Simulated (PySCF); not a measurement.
Identify the unknown among the candidates.

All candidates are C7H15B.

- Triplet: lowest triplet excitation (Tamm–Dancoff): 5.35 eV [TDA wB97X-D/def2-SVPD]
- Valence photoelectron: vertical ionisation energy: 9.78 eV [ΔSCF wB97X-D/def2-SVPD]
- Rotational structure: rotational constants A, B, C: 5.570, 0.787, 0.761 GHz [PBE0-D3(BJ)/def2-SVP]
- Dipole: 0.48 D [wB97X-D/def2-SVPD]
- UV, strongest line: among the 10 lowest singlet transitions: S4 at 7.52 eV (165 nm, f = 0.053) [TDDFT wB97X-D/def2-SVPD]
- XPS: B1s 195.2, C1s 289.8, C1s 289.8, C1s 290.2 (×2), C1s 290.3, C1s 290.4, C1s 290.4 eV [ΔSCF SCAN, pcX-2 on the ionised atom, pcseg-1 elsewhere, spin-free X2C]
- UV, first state: lowest singlet excitation: 5.78 eV (214 nm, f = 0.002) [TDDFT wB97X-D/def2-SVPD]
- 1H NMR: chemical shifts (computed TMS as zero) by class: 7.40 (1 H), 2.11 (1 H), 2.08 (1 H), 2.02 (2 H), 1.92 (2 H), 1.66 (2 H), 1.65 (1 H), 1.29 (2 H), 0.85 (3 H) ppm [GIAO PBE0/pcSseg-1]
- Polarisability: 96.8 au [wB97X-D/def2-SVPD]
- 13C NMR: chemical shifts (computed TMS as zero) by class: 40.7 (1 C), 34.5 (1 C), 26.8 (2 C), 23.9 (1 C), 22.6 (1 C), 19.2 (1 C) ppm [GIAO PBE0/pcSseg-1]

Electronic properties: PySCF, gas phase, density fitting. Levels stand in brackets. One conformer (not necessarily the lowest) at the PBE0-D3(BJ)/def2-SVP geometry, without solvent, vibrations or thermal averaging. NMR values are class means; diastereotopic atoms form classes of their own.

Task: Which candidate is it?
A. `C=CCB(C)CCC`
B. `CB(C)CC=C(C)C`
C. `CCCBC1CCC1`

Result: C. It is `CCCBC1CCC1`. Numbering: `[CH3:1][CH2:2][CH2:3][BH:4][CH:5]1[CH2:6][CH2:7][CH2:8]1`. 7 carbons fall into 6 classes; from least to most shielded: ring sp3 carbon bound to boron [C5] (40.7 ppm), chain sp3 carbon bound to boron [C3] (34.5 ppm), four-membered-ring carbon [C6/C8] (26.8 ppm, 2 C), chain CH2 carbon [C2] (23.9 ppm), four-membered-ring carbon [C7] (22.6 ppm), methyl carbon [C1] (19.2 ppm). Hydrogen classes from least to most shielded: 1 H on a three-coordinate boron, B4 (7.40 ppm), 1 H on an sp3 carbon bound to boron, C5 (2.11 ppm), 1 H on a four-membered-ring carbon, C7 (2.08 ppm), 2 H on 2 four-membered-ring carbons, C6/C8 (2.02 ppm), 2 H on 2 four-membered-ring carbons, C6/C8 (1.92 ppm), 2 H on a chain CH2 carbon, C2 (1.66 ppm), 1 H on a four-membered-ring carbon, C7 (1.65 ppm), 2 H on an sp3 carbon bound to boron, C3 (1.29 ppm, a mean of values up to 0.7 ppm apart in this geometry), 3 H on a methyl carbon, C1 (0.85 ppm). The core levels belong to: B1s 195.2 eV, three-coordinate boron [B4]; C1s 289.8 eV, sp3 carbon bound to boron [C5]; C1s 289.8 eV, sp3 carbon bound to boron [C3]; C1s 290.2 eV, four-membered-ring carbon [C6/C8]; C1s 290.3 eV, four-membered-ring carbon [C7]; C1s 290.4 eV, chain CH2 carbon [C2]; C1s 290.4 eV, methyl carbon [C1]. One atom of each topological class was ionised and stands for its class. The first electron is taken from the HOMO, whose largest Löwdin shares are 0.23 on an sp3 carbon bound to boron, 0.19 on the three-coordinate boron and 0.10 on each of 2 atoms of one kind (four-membered-ring carbon). The optimised geometry has point group C1 and is an asymmetric top.

The others, at the same levels:
- `C=CCB(C)CCC` fails: it has 7 carbon classes against 6; its computed 13C shifts are 147.3 (1 C), 120.4 (1 C), 41.9 (1 C), 34.9 (1 C), 21.4 (1 C), 19.0 (1 C), 12.3 (1 C) ppm, core binding energies are B1s 195.3, C1s 289.7, C1s 289.7, C1s 289.9, C1s 290.0, C1s 290.3, C1s 290.3, C1s 290.4 eV and 1H shifts are 6.09 (1 H), 5.21 (1 H), 5.08 (1 H), 2.22 (2 H), 1.30 (2 H), 1.20 (2 H), 0.99 (3 H), 0.87 (3 H) ppm.
- `CB(C)CC=C(C)C` fails: its computed 13C shifts are 135.7 (1 C), 132.7 (1 C), 36.1 (1 C), 28.1 (1 C), 18.1 (1 C), 15.0 (2 C) ppm, 1H shifts are 5.58 (1 H), 2.18 (2 H), 1.76 (3 H), 1.50 (3 H), 0.84 (6 H) ppm and lowest singlet excitation is 5.56 eV (223 nm, f = 0.006) (against 5.78 eV).

Each candidate is one conformer, not necessarily the lowest. Dipoles, sizes and rotational constants follow the conformer. The torsions of the flexible species, by atom-mapped SMILES:
- `[CH3:1][CH2:2][CH2:3][BH:4][CH:5]1[CH2:6][CH2:7][CH2:8]1`: C1–C2–C3–B4 -69°, C2–C3–B4–C5 160°, C3–B4–C5–C6 131°
- `[CH2:1]=[CH:2][CH2:3][B:4]([CH3:5])[CH2:6][CH2:7][CH3:8]`: C1–C2–C3–B4 -107°, C2–C3–B4–C5 -174°, C3–B4–C6–C7 177°, B4–C6–C7–C8 179°
- `[CH3:1][B:2]([CH3:3])[CH2:4][CH:5]=[C:6]([CH3:7])[CH3:8]`: C1–B2–C4–C5 -179°, B2–C4–C5–C6 98°
